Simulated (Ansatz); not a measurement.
Input file for Ansatz (a program for electronic structure): U-r2SCAN/cc-pVTZ on BeH2Se (SMILES [BeH][SeH]), a point of a bond scan (R = 2.581 Å).

Ansatz 0.2 input:
```yaml
crystal:
  periodic: [false, false, false]
  atoms:
    - {symbol: Be, position_ang: [-0.68973544, -0.76066788, -1.41803736]}
    - {symbol: H, position_ang: [-1.20927000, -1.34114003, -2.49064135]}
    - {symbol: Se, position_ang: [0.09181580, 0.16025393, 0.22400564]}
    - {symbol: H, position_ang: [1.41246833, -1.98362881, 0.78854420]}
basis:
  gaussian:
    orbitals: cc-pVTZ
hamiltonian:
  xc: {name: r2SCAN}
magnetization: {spin_polarized: true, initial_magnetization: 0}
```

Output:

```
WARN ansatz: RAYON_NUM_THREADS=1 ignored (pool sized by the plan → 1); use --threads N
Functional definition: r2SCAN
integrals: 0.03 GiB planned
662 factors; their error is unknown
mean field: 0.32 GiB planned
mean field evaluation 1: about -65779.9483 eV, gradient 1.2e1 eV
mean field evaluation 2: about -65772.9800 eV, gradient 2.6e1 eV
mean field evaluation 4: about -65781.4942 eV, gradient 8.7e-1 eV
mean field evaluation 8: about -65781.4769 eV, gradient 1.6e-1 eV
mean field evaluation 16: about -65781.4770 eV, gradient 2.9e-5 eV
mean field evaluation 32: about -65781.6162 eV, gradient 4.5e0 eV
mean field evaluation 64: about -65781.1004 eV, gradient 1.3e-3 eV
mean field -65781.72973993 eV, -2417.4339794845 hartree, gradient 1.3e-5 eV, S^2 0.549174; 7 other end points of the search recorded, 0 dependent functions left out
reference -65781.72975502 eV, -2417.4339800390 hartree; 20, 20 occupied and 81, 81 virtual orbitals, 662 factors
Total energy: -65781.72975502 eV, -2417.4339800390 hartree
```

Self-consistency was reached. Its determinant has ⟨S²⟩ = 0.55, a mixture of spin states.

Cost: about 12 core-seconds (a rough figure).
